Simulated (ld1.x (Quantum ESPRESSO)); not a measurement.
**Plane-wave convergence, PAW potential for silver**

Ag, PAW, made with ld1.x (Quantum ESPRESSO) 7.5 (PBE, scalar-relativistic). Core [Ar] 3d10 4s2, reference 4p6 4d10 5s0 5p0 (charge +1). Waves: 5s (bound, empty): rcut 1.85, rcutus 2.35 bohr; 5s channel at 2.8 Ry: rcut 1.85, rcutus 2.35 bohr; 4p (bound): rcut 1.35, rcutus 1.45 bohr; 5p (bound, empty): rcut 1.35, rcutus 1.45 bohr; 4d (bound): rcut 1.00, rcutus 1.40 bohr; 4d channel at -0.6 Ry: rcut 1.00, rcutus 1.40 bohr; 4f channel at 0.35 Ry: rcut 1.60, rcutus 2.10 bohr; 4f channel at 3.15 Ry: rcut 1.60, rcutus 2.10 bohr. Local part: all-electron potential smoothed inside 1.90 bohr (lloc = -1). Core correction: Bessel-smoothed model core inside 1.40 bohr. Augmentation charge: BESSEL, radius 1.15 bohr.

The pseudo-atom Hamiltonian at the reference potential is diagonalised in spherical Bessel functions j_l(qr) that vanish at 20 bohr, with q² up to the cutoff. All-electron valence levels (Ry): 5s -0.8295, 4p -4.9115, 5p -0.4627, 4d -1.1494.

Problem. How do the lowest levels (Ry) of each channel move with the cutoff, and are there ghosts?

Solution.

| cutoff (Ry) | s #1 | s #2 | p #1 | p #2 | p #3 | d #1 | d #2 | f #1 | Σ f·Δε (mRy) |
| --- | --- | --- | --- | --- | --- | --- | --- | --- | --- |
| 8 | -0.8294 | -0.2119 | -3.4007 | -0.3518 | -0.1138 | -0.2697 | -0.0894 | -0.0464 | 17861.8 |
| 12 | -0.8294 | -0.2120 | -4.2302 | -0.3954 | -0.1229 | -0.3725 | -0.1055 | -0.0464 | 11857.7 |
| 18 | -0.8295 | -0.2120 | -4.7179 | -0.4259 | -0.1289 | -0.6173 | -0.1252 | -0.0464 | 6483.7 |
| 25 | -0.8295 | -0.2120 | -4.8708 | -0.4410 | -0.1318 | -0.8535 | -0.1357 | -0.0464 | 3204.1 |
| 35 | -0.8295 | -0.2120 | -4.9084 | -0.4526 | -0.1341 | -1.0816 | -0.1428 | -0.0464 | 697.2 |
| 45 | -0.8295 | -0.2120 | -4.9106 | -0.4597 | -0.1356 | -1.1394 | -0.1444 | -0.0464 | 106.3 |
| 55 | -0.8295 | -0.2120 | -4.9108 | -0.4622 | -0.1361 | -1.1485 | -0.1446 | -0.0464 | 13.8 |
| 70 | -0.8295 | -0.2120 | -4.9114 | -0.4627 | -0.1361 | -1.1488 | -0.1446 | -0.0464 | 7.2 |
| 90 | -0.8295 | -0.2120 | -4.9114 | -0.4627 | -0.1362 | -1.1493 | -0.1446 | -0.0464 | 2.0 |
| 110 | -0.8295 | -0.2120 | -4.9115 | -0.4627 | -0.1362 | -1.1494 | -0.1446 | -0.0464 | 0.9 |
| 140 | -0.8295 | -0.2120 | -4.9115 | -0.4627 | -0.1362 | -1.1495 | -0.1446 | -0.0464 | 0.3 |
| 400 | -0.8295 | -0.2120 | -4.9115 | -0.4627 | -0.1362 | -1.1495 | -0.1446 | -0.0464 | 0.0 |

Result: no extra level below or beside the all-electron valence levels (s, p, d, f tested); 10 mRy is reached at 60 Ry and 1 mRy at 110 Ry.

Test run stopped at test 1 of 7 (negative rho).
